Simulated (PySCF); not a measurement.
BFClBr, SMILES FB(Br)Cl.

Coordinates come from a TPSSh-D3(BJ)/def2-SVP optimisation.

All values below come from TDDFT-LC-ωPBE/def2-SVPD run with PySCF.

Vertical excitations. Isolated molecule, no solvent. State labels are in the subgroup Cs.

| state | symmetry | energy (eV) | λ (nm) | f | main pairs |
|---|---|---|---|---|---|
| S1 | A" | 6.45 | 192 | 0.000 | HOMO→LUMO 99 % |
| S2 | A' | 7.30 | 170 | 0.149 | HOMO−1→LUMO 94 % |
| S3 | A" | 7.52 | 165 | 0.001 | HOMO−2→LUMO 98 % |
| S4 | A' | 8.11 | 153 | 0.032 | HOMO→LUMO+1 55 %, HOMO→LUMO+8 14 %, HOMO→LUMO+2 9 % |
| S5 | A" | 8.22 | 151 | 0.001 | HOMO−4→LUMO 96 % |
| S6 | A" | 8.37 | 148 | 0.016 | HOMO−1→LUMO+1 54 %, HOMO−1→LUMO+8 20 %, HOMO−1→LUMO+5 8 % |
| S7 | A' | 8.55 | 145 | 0.086 | HOMO−3→LUMO 91 % |
| S8 | A' | 8.92 | 139 | 0.029 | HOMO→LUMO+5 30 %, HOMO→LUMO+1 28 %, HOMO→LUMO+2 17 %, HOMO→LUMO+9 7 % |
| S9 | A" | 9.29 | 133 | 0.040 | HOMO−1→LUMO+5 32 %, HOMO−1→LUMO+1 30 %, HOMO−1→LUMO+2 15 %, HOMO−1→LUMO+6 6 % |
| S10 | A' | 9.45 | 131 | 0.140 | HOMO−2→LUMO+1 45 %, HOMO→LUMO+5 14 %, HOMO→LUMO+2 13 %, HOMO−2→LUMO+5 9 % |
| T1 | A" | 6.28 | 197 | 0 | HOMO→LUMO 98 % |
| T2 | A' | 6.38 | 194 | 0 | HOMO−1→LUMO 98 % |
| T3 | A" | 7.26 | 171 | 0 | HOMO−2→LUMO 89 % |
| T4 | A' | 7.32 | 169 | 0 | HOMO−3→LUMO 96 % |
Triplets are in the Tamm–Dancoff approximation, which puts them higher than full response would, so one can lie above its singlet here.
